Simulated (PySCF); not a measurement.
Electron correlation in P (phosphorus, neutral)

[Ne] 3s1 3p3 3d1, high-spin 6D determinant (an excited configuration). All numbers are calculated (PySCF 2.14, the non-relativistic Hamiltonian (point nucleus), in aug-cc-pV(T+d)Z with one added diffuse shell each of s, p, d, f type (7s6p5d3f, 71 functions)). Frozen: [Ne]; 5 electrons correlated.

MP2 pair energies summed by pair of shells (mhartree):

```csv
pair,energy,share (%)
3p-3p,-17.84,61.2
3p-3d,-7.05,24.2
3s-3p,-3.61,12.4
3s-3d,-0.64,2.2
```

Total MP2 correlation energy: -29.13 mhartree.

Same-spin part -29.13 and opposite-spin part 0.00 mhartree; SCS-MP2 scales them by 1/3 and 6/5 to -9.71 mhartree.
